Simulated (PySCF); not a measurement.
## A computed series [MCl3(H2O)]+

Computed with PySCF 2.14.0, PBE0, def2-SVP on the ligands, density fitting, scalar-relativistic core potentials, no spin-orbit coupling, vacuum. Each member is relaxed from one template within its symmetry. Distances are means of the shortest metal–ligand contacts, charges and spins Mulliken's; removal energies are rigid, with the ligand's formal charge and no counterpoise, so too large; for an anion taken off a cation in vacuum most of it is the attraction of opposite charges, and multiply charged cations can part far more cheaply with an electron moved from ligand to metal. lcecp potentials hold a fixed number of 4f electrons in the core, out of states, spins and gaps.

| metal | basis on the metal | point group | M–Cl (Å) | M–H2O (Å) | charge on M (e) | removal of one Cl (eV) | strongest infrared band, degenerate modes summed (cm⁻¹) | unstable modes (below −25 cm⁻¹) |
| --- | --- | --- | --- | --- | --- | --- | --- | --- |
| Ce | lcecp-2-SVP with ECP46 | Cs | 2.435 | 2.397 | 1.38 | 14.40 | 463 | 0 |
| Pr | lcecp-2-SVP with ECP47 | Cs | 2.423 | 2.380 | 1.21 | 14.50 | 455 | 0 |
| Nd | lcecp-2-SVP with ECP48 | Cs | 2.407 | 2.360 | 1.23 | 14.57 | 3752 | 0 |
| Tb | lcecp-2-SVP with ECP53 | Cs | 2.345 | 2.272 | 1.15 | 14.95 | 3743 | 0 |
| Dy | lcecp-2-SVP with ECP54 | Cs | 2.337 | 2.258 | 1.07 | 15.01 | 3743 | 0 |
| Pb | def2-SVP with ECP60 | Cs | 2.376 | 2.332 | 1.01 | 15.22 | 3778 | 0 |

Question: A further member has point group Cs, M–Cl (Å) 2.290, M–H2O (Å) 2.187, charge on M (e) 1.03, removal of one Cl (eV) 15.33, strongest infrared band, degenerate modes summed (cm⁻¹) 3736, unstable modes (below −25 cm⁻¹) 0. Which metal is it?

Answer: Hf, def2-SVP with ECP60. Other answers can fit too; this one was computed.

From Ce to Dy the M–Cl distance shrinks by 0.10 Å, the lanthanide contraction, and the energy to remove one Cl rises by 0.61 eV.

One start shape was tried for each, so a minimum needn't be the lowest isomer. Oxidation states forced by the potential, rare, strongly oxidising or of another configuration in reality: [PrCl3(H2O)]+, [NdCl3(H2O)]+, [TbCl3(H2O)]+, [DyCl3(H2O)]+.
